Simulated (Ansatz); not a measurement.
`CC[Si](F)(F)F` + HCl → `CC[Si](F)(F)Cl` + H–F at 600 K and 1 bar (ligand exchange at the Si–F bond).

Program: Ansatz. Geometries: PBE0-D4/def2-TZVP. ΔE: electronic, gas phase. CCSD(T)/CBS is the MP2 limit (def2-TZVPP, def2-QZVPP) plus CCSD(T) − MP2 in def2-TZVPP, frozen cores. This one scheme is used for every species. Each species was taken in one conformer, which may not be the lowest.

| species | CCSD(T)/CBS energy (Eh) | H − E (kJ/mol) | S (J/(mol·K)) |
| --- | --- | --- | --- |
| `CC[Si](F)(F)F` | -667.80639 | 262.4 | 453.6 |
| HCl | -460.38127 | 35.4 | 207.2 |
| `CC[Si](F)(F)Cl` | -1027.77234 | 260.9 | 467.5 |
| H–F | -100.39570 | 42.3 | 194.0 |

H − E and S are ideal-gas, rigid-rotor, harmonic terms from PBE0-D4/def2-TZVP, for one conformer and one mirror image of each species. 1 Eh = 2625.50 kJ/mol, R = 8.31446 J/(mol·K).

Problem. By hand: ΔE, ΔH, ΔS and ΔG.

Solution. ΔE = (-1027.77234) + (-100.39570) − (-667.80639) − (-460.38127) = 0.01962 Eh = 51.5 kJ/mol. Δ(H − E) = 260.9 + 42.3 − 262.4 − 35.4 = 5.4, so ΔH = 56.9 kJ/mol. ΔS = 467.5 + 194.0 − 453.6 − 207.2 = 0.7 J/(mol·K). ΔG = 56.9 − 600 × (0.7)/1000 = 56.5 kJ/mol.

Problem. By hand: the equilibrium constant, and the temperature at which ΔG would vanish if ΔH and ΔS stayed fixed.

Solution. log₁₀ K = −ΔG/(RT ln 10) = -4.9. ΔG = 0 at ΔH/ΔS = 81286 K, far beyond where these terms or the molecules hold.

The number of gas molecules stays the same, so ΔS is small and ΔH decides. A doubt of 5 kJ/mol in ΔE shifts log₁₀ K by 0.4 here. Other conformers and mirror images would add mixing entropy, several J/(mol·K) or more a flexible species. These are equilibria of isolated gas molecules and say nothing of rates. Largest T1 diagnostic: 0.011 (customary marks: 0.02 for closed shells, 0.045 for open ones).
